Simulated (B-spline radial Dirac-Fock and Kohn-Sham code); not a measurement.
## Electron momentum distribution of Ag⁴⁶⁺: Compton profiles

System: Ag⁴⁶⁺, configuration 1s1.

Level of theory: the impulse approximation on Dirac-Fock densities; an atomic code on a B-spline grid. pz is in atomic units of momentum; subshell profiles are per electron, for a selection of subshells; open shells are spread over both j values by their weights.

| pz | J total | J 1s1/2 |
| --- | --- | --- |
| 0 | 0.01717 | 0.0172 |
| 1.4 | 0.01713 | 0.0171 |
| 1.6 | 0.01711 | 0.0171 |
| 1.8 | 0.01710 | 0.0171 |
| 2 | 0.01708 | 0.0171 |
| 2.5 | 0.01703 | 0.0170 |
| 3 | 0.01697 | 0.0170 |
| 4 | 0.01682 | 0.0168 |
| 5 | 0.01663 | 0.0166 |
| 7 | 0.01614 | 0.0161 |
| 10 | 0.01516 | 0.0152 |
| 15 | 0.01308 | 0.0131 |
| 20 | 0.01077 | 0.0108 |
| 30 | 0.006596 | 0.00660 |
| 40 | 0.003751 | 0.00375 |
| 60 | 0.001174 | 0.00117 |
| 100 | 0.0001599 | 0.000160 |

J(0) = 0.01717. The 1s1/2 subshell gives the largest part, 100 %.

Mean momentum ⟨p⟩ by subshell (a.u.): 1s1/2 43.2.

Values without a named source are computed, but for edge energies of neutral atoms, which are taken from tables.
